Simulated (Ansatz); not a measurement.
Frontier orbitals of ClH$_{5}$NOScSi (`[NH2][Sc]([Cl])[O][SiH3]`).

Cartesian coordinates in Å:
```
N -0.404 0.296 2.491
Sc 0.337 1.032 0.834
Cl 1.374 3.109 0.886
O 0.130 -0.043 -0.692
Si -0.011 -0.927 -2.057
H -0.377 0.748 3.397
H -0.876 -0.592 2.602
H 0.783 -0.319 -3.159
H 0.481 -2.312 -1.824
H -1.437 -0.993 -2.478
```

Total charge 0; spin multiplicity 1. Correlated methods include outer-core shells of Sc, which these sets cover unevenly. Scalar relativity is left out up to krypton. Geometry: relaxed with PBE0-D4/def2-TZVP. It is one conformer, not always the lowest. Basis def2-TZVPP, Ansatz.

```json
{"functional": "PBE", "HOMO (eV)": "-6.36", "LUMO (eV)": "-2.98", "gap (eV)": "3.38"}
{"functional": "revPBE", "HOMO (eV)": "-6.29", "LUMO (eV)": "-2.84", "gap (eV)": "3.45"}
{"functional": "r2SCAN", "HOMO (eV)": "-6.62", "LUMO (eV)": "-2.69", "gap (eV)": "3.93"}
{"functional": "PBE0", "HOMO (eV)": "-7.69", "LUMO (eV)": "-2.06", "gap (eV)": "5.63"}
{"functional": "B3LYP", "HOMO (eV)": "-7.46", "LUMO (eV)": "-2.43", "gap (eV)": "5.03"}
{"functional": "r2SCANh", "HOMO (eV)": "-7.12", "LUMO (eV)": "-2.35", "gap (eV)": "4.77"}
{"functional": "CAM-B3LYP", "HOMO (eV)": "-9.13", "LUMO (eV)": "-1.23", "gap (eV)": "7.90"}
{"functional": "ωB97M-V", "HOMO (eV)": "-10.08", "LUMO (eV)": "-0.49", "gap (eV)": "9.59"}
```

A quarter of exact exchange (PBE0) shifts PBE's HOMO by −1.33 eV and its LUMO by +0.92 eV; full exchange at long range (ωB97M-V) shifts them by −3.72 and +2.49 eV. The gap opens from 3.38 to 9.59 eV, since occupied levels lose self-interaction and empty ones feel all the electrons.

B3LYP here is the variant with VWN-RPA as its local correlation; programs differ in this.
